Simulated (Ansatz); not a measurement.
`O[Si]([SiH3])(Cl)Br`, charge 0, multiplicity 1.

Q: Give a relaxed structure at PBE0-D4/def2-TZVP (Ansatz 0.2.0). (Best estimate.)

A: Computed: 
Cartesian coordinates in Å:
```
O -1.403 -0.147 1.341
Si -0.530 0.590 0.181
Si 1.155 -0.846 -0.540
Cl 0.269 2.341 0.902
Br -1.848 1.153 -1.521
H -2.154 0.314 1.722
H 1.934 -0.141 -1.588
H 2.036 -1.189 0.605
H 0.541 -2.076 -1.101
```
This is one stationary point; other conformers may exist.
